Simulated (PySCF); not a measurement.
Si+: excitation energy

Si+ [Ne] 3s2 3p1 (2P) → Si+ [Ne] 3s1 3p2 (4P), as a difference of total energies. Calculation: PySCF 2.14, in aug-cc-pV(Q+d)Z (7s6p5d3f2g, 89 functions); no relativity, point nucleus. Correlated levels: valence: [Ne] frozen. The calculations carry no spin-orbit coupling.

```json
{"method": "UHF", "excitation energy (eV)": "3.874"}
{"method": "MP2 (valence)", "excitation energy (eV)": "4.788"}
{"method": "SCS-MP2 (valence)", "excitation energy (eV)": "5.150"}
{"method": "CCSD (valence)", "excitation energy (eV)": "5.081"}
{"method": "CCSD(T) (valence)", "excitation energy (eV)": "5.110"}
```

Errors of the correlated levels include the incompleteness of this basis and the frozen core.

**Question.** Which method comes closest to the reference value, and which is furthest?

**Answer.** The reference is 5.308 eV (measured; NIST levels, between the centres of gravity of the two terms). Closest: SCS-MP2 (valence) (error -0.158 eV); furthest: UHF (error -1.434 eV).
